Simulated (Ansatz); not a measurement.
Wavefunction ladder for C$_{2}$H$_{8}$B$_{2}$S

```json
{"atom": "B1", "x (Å)": "-0.3286", "y (Å)": "-1.6529", "z (Å)": "-1.1780"}
{"atom": "S2", "x (Å)": "-0.1032", "y (Å)": "0.2173", "z (Å)": "-1.4483"}
{"atom": "C3", "x (Å)": "-0.3343", "y (Å)": "0.4300", "z (Å)": "0.3934"}
{"atom": "B4", "x (Å)": "0.7703", "y (Å)": "-0.5960", "z (Å)": "0.0179"}
{"atom": "C5", "x (Å)": "-0.0140", "y (Å)": "1.7957", "z (Å)": "0.9270"}
{"atom": "H6", "x (Å)": "-1.4213", "y (Å)": "-1.9427", "z (Å)": "-0.7846"}
{"atom": "H7", "x (Å)": "0.2340", "y (Å)": "-2.3216", "z (Å)": "-1.9899"}
{"atom": "H8", "x (Å)": "-1.3185", "y (Å)": "0.0482", "z (Å)": "0.6583"}
{"atom": "H9", "x (Å)": "0.3502", "y (Å)": "-1.8285", "z (Å)": "-0.0098"}
{"atom": "H10", "x (Å)": "1.9481", "y (Å)": "-0.5780", "z (Å)": "0.1657"}
{"atom": "H11", "x (Å)": "-0.7737", "y (Å)": "2.5350", "z (Å)": "0.6634"}
{"atom": "H12", "x (Å)": "0.9543", "y (Å)": "2.1482", "z (Å)": "0.5667"}
{"atom": "H13", "x (Å)": "0.0367", "y (Å)": "1.7453", "z (Å)": "2.0184"}
```

Total charge 0; spin multiplicity 1. The bonds changed during the relaxation, so this is another structure than the one it started from. All single points use the PBE0-D4/def2-TZVP geometry. It is one conformer, not always the lowest. Frozen core, restricted reference, Ansatz. CBS rows extrapolate triple and quadruple zeta; past MP2 they add the triple-zeta difference.

| basis | HF (Eh) | MP2 corr. |
| --- | --- | --- |
| def2-SVP | -527.05663 | -0.62089 |
| def2-TZVPP | -527.33360 | -0.76723 |
| def2-QZVPP | -527.35098 | -0.81751 |

(1) Estimate the CCSD correlation energy and the (T) correction in each basis where they were run (hartree).

## Answers

(1) 
```
     basis  CCSD corr.       (T)
  def2-SVP    -0.68079  -0.02426
def2-TZVPP    -0.81844  -0.03805
 CBS(def2)    -0.90598     as TZ
```
